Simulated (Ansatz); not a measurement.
Si19OH26, a nanocrystal with a defect cut from the lattice of silicon (double-bonded O in place of two caps). The state is a singlet with charge 0. Geometry PBE-D4/def2-SVP, basis def2-TZVP, Ansatz.

```tsv
run	HOMO (eV)	LUMO (eV)
A	-5.76	-3.42
B	-5.99	-3.38
C	-6.85	-2.71
D	-5.61	-3.22
E	-5.89	-3.60
F	-7.80	-1.82
```

Single mean-field runs in def2-TZVP are fitted with def2-universal-jkfit.

Task: The runs used BHLYP, BLYP, LDA (SPW92), PBE, PBE0, r2SCAN. Estimate which is which.

Result: A PBE (0 % exact exchange); B r2SCAN (0 % exact exchange); C PBE0 (25 % exact exchange); D BLYP (0 % exact exchange); E LDA (SPW92) (0 % exact exchange); F BHLYP (50 % exact exchange). Exact exchange lowers occupied and raises empty levels; among semilocal functionals meta-GGAs tend to open the gap a little, and such runs are hard to tell apart. The gap grows from 2.29 eV (LDA (SPW92)) to 5.99 eV (BHLYP).
